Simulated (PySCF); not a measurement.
Working out the ionisation energy of Co

Co [Ar] 3d7 4s2 (4F) → Co⁺ [Ar] 3d8 (3F). Computed with PySCF 2.14 in ANO-RCC-VTZP, with scalar relativity by spin-free X2C-1e. Frozen: [Ne]. Energies in hartree (1 hartree = 27.21139 eV):

```json
{"part": "UHF", "Co (lower)": "-1391.874145", "Co⁺ (upper)": "-1391.575819"}
{"part": "MP2 opposite-spin", "Co (lower)": "-0.355894", "Co⁺ (upper)": "-0.383410"}
{"part": "MP2 same-spin", "Co (lower)": "-0.178430", "Co⁺ (upper)": "-0.198282"}
```

Question: What does Hartree-Fock give?

Answer: (-1391.575819) − (-1391.874145) = 0.298326 hartree = 8.118 eV.

Question: What do MP2 and SCS-MP2 (6/5 opposite-spin, 1/3 same-spin) give?

Answer: The opposite-spin parts differ by -0.749 eV and the same-spin parts by -0.540 eV. MP2: 8.118 + (-0.749) + (-0.540) = 6.829 eV. SCS-MP2: 8.118 + 1.2 × (-0.749) + (-0.540)/3 = 7.039 eV.

Measured between the centres of the two terms (NIST): 7.869 eV, so MP2 (valence and next inner shell) is off by -1.040 eV.

What remains against the reference includes basis incompleteness, the frozen core and correlation beyond second order.
